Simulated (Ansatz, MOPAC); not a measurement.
Species: BOCl, charge 0, multiplicity 1. SMILES: O=BCl

Atoms: B1, O2, Cl3. Bonds: B1-O2, B1-Cl3.

Bond lengths (Å) and angles (degrees) optimised at MNDO with MOPAC; PBE/6-31G* with Ansatz (a first-principles code); B3LYP/LANL2DZ with Ansatz, each started from the B3LYP-D3(BJ)/def2-TZVP structure (Ansatz) of the last column. A row stands for all coordinates that are equal there. 6-31G* holds six Cartesian d functions. No wavenumbers were computed at MNDO, PBE/6-31G*, B3LYP/LANL2DZ, so these may be saddle points.

| coordinate | MNDO | PBE/6-31G* | B3LYP/LANL2DZ | B3LYP-D3(BJ)/def2-TZVP |
|---|---|---|---|---|
| B1-O2 | 1.176 | 1.223 | 1.230 | 1.205 |
| B1-Cl3 | 1.708 | 1.696 | 1.716 | 1.686 |
| O2-B1-Cl3 | 180.0 | 180.0 | 180.0 | 180.0 |

Mean signed difference of all 2 bond lengths from B3LYP-D3(BJ)/def2-TZVP: MNDO -0.003 Å, PBE/6-31G* 0.014 Å, B3LYP/LANL2DZ 0.027 Å.
